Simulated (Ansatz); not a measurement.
(SrO)n off: PBE-D4/def2-TZVP single points in Ansatz on relaxed structures, gas phase. Each cluster is the lowest isomer that a short search found in that spin, judged at the geometry's level, and lower ones may exist. Core potentials for Sr, no spin–orbit coupling. Binding counts from free atoms in the multiplicity of their measured ground term, without zero-point energy. Singlets are spin-restricted. The structures are stationary points that may keep the symmetry of their start. Remarks come from the PBE and PBE0 runs and from stability tests at other levels; not every state was tested. HOMO above LUMO (over both spins in singlets and doublets, within one spin in higher multiplets; at PBE or PBE0), or a gap under 0.15 eV within one spin, warns that the state may not be the lowest or that an electron is smeared out.

```
                 species  atoms    state          geometry  HOMO (eV)  LUMO (eV)  gap (eV)  vertical IE (eV)  binding per atom (eV)          lowest of the spins relaxed  point group (within 0.1 Å)                                                                                                                                                                    remarks
 SrO2 (with an O–O bond)      3  singlet  PBE-D4/def2-TZVP      -2.92      -2.38      0.54              6.52                   2.87  singlet, of singlet/triplet/quintet                         C2v                                                                                                                                                                          –
Sr2O3 (with an O–O bond)      5  singlet  PBE0-D4/def2-SVP      -3.20      -1.50      1.71              6.25                   3.63  singlet, of singlet/triplet/quintet                         C2v                                                                                                                                                                          –
Sr5O6 (with an O–O bond)     11  singlet   PBE-D4/def2-SVP      -3.14      -1.90      1.24              5.42                   4.11  singlet, of singlet/triplet/quintet                           –  gap within one spin near zero at PBE or PBE0 (+1 doublet), gap within one spin near zero at PBE or PBE0 (triplet), gap within one spin near zero at PBE or PBE0 (quintet)
```

The gap (eV) runs from 0.54 (SrO2 (with an O–O bond)) to 1.71 (Sr2O3 (with an O–O bond)). The vertical IE (eV) runs from 5.42 (Sr5O6 (with an O–O bond)) to 6.52 (SrO2 (with an O–O bond)). The binding per atom (eV) runs from 2.87 (SrO2 (with an O–O bond)) to 4.11 (Sr5O6 (with an O–O bond)).
